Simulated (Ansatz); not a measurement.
This geometry of BClH$_{4}$SeSi (8 atoms, charge 0, multiplicity 1) is a first-order saddle point.

The calculation used RKS B3LYP-D4/def2-mTZVP (Ansatz).

```xyz
8
Properties=species:S:1:pos:R:3
Si -0.094 1.177 -0.306
B 0.595 -0.638 0.248
Cl 2.209 -1.179 -0.190
Se -0.583 -1.841 1.360
H -1.311 0.973 -1.133
H -0.483 1.922 0.918
H 0.890 1.977 -1.076
H -1.130 -2.448 0.123
```

(1) Which two structures does it join? (They come from a converged band through this point; their orientation in space is the band's.)

(2) How far does it lie above each of them?

## Answers

(1) No bond is made or broken.

First end point:

```xyz
8
Properties=species:S:1:pos:R:3
Si -0.118 1.024 -0.380
B 0.593 -0.832 -0.041
Cl 2.088 -1.343 -0.854
Se -0.231 -2.136 1.119
H -0.402 1.199 -1.827
H -1.368 1.274 0.384
H 0.895 2.033 0.022
H -1.366 -1.276 1.521
```

Last end point:

```xyz
8
Properties=species:S:1:pos:R:3
Si -0.120 1.242 -0.474
B 0.276 -0.651 0.104
Cl 1.720 -1.467 -0.520
Se -0.932 -1.528 1.319
H -0.302 1.286 -1.947
H -1.351 1.761 0.175
H 1.019 2.125 -0.116
H -0.217 -2.825 1.403
```

(2) 14.6 kcal/mol above the first and 14.8 kcal/mol above the second. This is the barrier of this one path; another mechanism may lie lower.

Run time: 3.1 min on 2 threads of Intel(R) Xeon(R) 6975P-C (Granite Rapids) (shared host), peak memory 0.3 GiB.
